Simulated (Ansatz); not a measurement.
Spectroscopic constants of N2+, multiplicity 2 (lowest of 2S+1 = 2, 4 at CCSD(T)/def2-TZVPP on PBE0 minima; our sources give no spin for the ground state, which may be another).

The constants come from a fifth-degree fit in 1/R (seven points, main isotopes). Runs in def2 and cc sets follow the lowest solution found near the PBE0 minimum.

Cores are frozen in the correlated methods. CBS(a, b) extrapolates the correlation energy as X⁻³ and adds the Hartree–Fock energy of set b.

Run with Ansatz (Gaussian basis) for Hartree–Fock, density functionals and correlated methods. Each number belongs to the level named beside it.

### Question
What bond length and harmonic frequency does CAM-B3LYP/def2-TZVPP give?

### Answer
r_e = 1.100 Å, ω_e = 2375 cm⁻¹.

### Question
What bond length and harmonic frequency does CCSD/def2-TZVPP give?

### Answer
r_e = 1.113 Å, ω_e = 2274 cm⁻¹.

### Question
What bond length and harmonic frequency does CCSD(T)/CBS(aug-cc-pVTZ, aug-cc-pVQZ) give?

### Answer
r_e = 1.117 Å, ω_e = 2219 cm⁻¹.

Measured for the ground state: r_e 1.1164 Å, ω_e 2207 cm-1, ω_e x_e 16.062 cm-1, B_e 1.9318 cm-1, α_e 0.01881 cm-1 [Irikura, J. Phys. Chem. Ref. Data 36, 389 (2007)].

Doubts at one or more of the structures used: other coupled-cluster roots lie near (CCSD/def2-TZVPP, CCSD(T)/CBS(aug-cc-pVTZ, aug-cc-pVQZ)).

Ansatz is a program for electronic structure.
